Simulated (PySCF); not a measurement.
# From computed data to an observable: oscillator strength and radiative lifetime

Al(H)(Cl)(NH2) (AlClH₃N), SMILES [NH2][AlH][Cl].

The structure is a stationary point at PBE0-D3(BJ)/def2-TZVP. One conformer was computed; it need not be the lowest.

TDDFT-B3LYP/def2-SVPD (PySCF) puts the first singlet state with f over 0.02 at 6.12 eV (vertical), with the transition dipole (0.000, 0.000, -0.555) in atomic units.

Problem. Find the oscillator strength, the wavelength and the radiative lifetime that this transition would have in vacuum if emission retraced absorption.

Solution. 
|μ|² = 0.3080 au, so |μ| = 1.41 D. ΔE = 6.12/27.211 = 0.2249 hartree. f = (2/3) ΔE |μ|² = 0.046 (the program prints 0.046).
λ = 1239.84/6.12 = 203 nm; ν = 49361 cm⁻¹.
Einstein's coefficient A = 0.6670 ν² f s⁻¹ (ν in cm⁻¹) = 7.5e7 s⁻¹, so τ = 1/A = 13 ns. This state is S1. The figure is the radiative limit of this one transition; relaxation, internal conversion, crossing to triplets and a medium change what is measured.
